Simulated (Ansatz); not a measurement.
Start from `Ic1ccsc1` and change one atom or group to get `Cc1ccsc1`.

Ansatz, PBE0-D4/def2-TZVP geometries, multiplicity 1. 

Elements past krypton have def2 core potentials.

| property | `Ic1ccsc1` |
| --- | --- |
| ideal-gas entropy at 298 K and 1 bar (rigid rotor, harmonic PBE0-D4/def2-TZVP) / J/(mol·K) | 334 |
| size of the dipole moment (B3LYP/def2-TZVPP) / D | 1.16 |
| zero-point energy (PBE0-D4/def2-TZVP) / kJ/mol | 149.3 |
| LUMO energy (ωB97M-V/def2-TZVPP) / eV | 1.21 |
| size of the dipole moment (ωB97M-V/def2-TZVPP) / D | 1.18 |
| HOMO–LUMO gap (PBE/def2-TZVPP) / eV | 4.03 |

**Question.** What does the change do to each property? (Estimate.)

**Answer.** Computed: 
```tsv
property	`Cc1ccsc1`	shift
ideal-gas entropy at 298 K and 1 bar (rigid rotor, harmonic PBE0-D4/def2-TZVP) / J/(mol·K)	319	-15
size of the dipole moment (B3LYP/def2-TZVPP) / D	0.84	-0.32
zero-point energy (PBE0-D4/def2-TZVP) / kJ/mol	248.7	99.4
LUMO energy (ωB97M-V/def2-TZVPP) / eV	1.82	0.61
size of the dipole moment (ωB97M-V/def2-TZVPP) / D	0.81	-0.37
HOMO–LUMO gap (PBE/def2-TZVPP) / eV	4.56	0.53
```

With PBE0 the HOMO rises by 0.07 eV and the LUMO rises by 0.55 eV, so the gap widens by about 0.48 eV. PBE moves the HOMO by 0.07 eV and ωB97M-V by -0.01 eV. The zero-point energy changes by 99.4 kJ/mol with +9 modes. Dipoles are sizes alone; their direction can turn.

B3LYP here is the variant with VWN-RPA as its local correlation; programs differ in this.

Spin–orbit coupling is left out; it splits and shifts lone-pair levels of the heavy atoms by tenths of an eV.
